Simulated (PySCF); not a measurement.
Excitations are Tamm–Dancoff values on a coarser integration grid. The basis has no diffuse functions, so Rydberg states are missing or too high.

Cartesian coordinates (Å):
```xyz
8

O      1.4825    -0.7580    -0.2555
Ge     0.0513    -0.0063     0.5194
O     -1.4094    -0.9191     0.0212
O     -0.0961     1.6742    -0.0889
H      1.8332    -0.1533    -0.9325
H      0.1953    -0.0195     2.0493
H     -1.1657    -1.5624    -0.6671
H     -0.8910     1.7442    -0.6458
```
Charge 0, multiplicity 1.

Problem. Estimate the total energy, S1 oscillator strength, S1–T1 gap (TDA), LUMO, dipole moment, HOMO–LUMO gap, HOMO and T1 excitation (TDA) that PySCF with PBE-D3(BJ)/def2-TZVP returns for this input.

Solution. 
total energy: -62714.52 eV
S1 oscillator strength: 0.059
S1–T1 gap (TDA): 0.47 eV
LUMO: -0.95 eV
dipole moment: 1.36 D
HOMO–LUMO gap: 6.23 eV
HOMO: -7.18 eV
T1 excitation (TDA): 6.00 eV
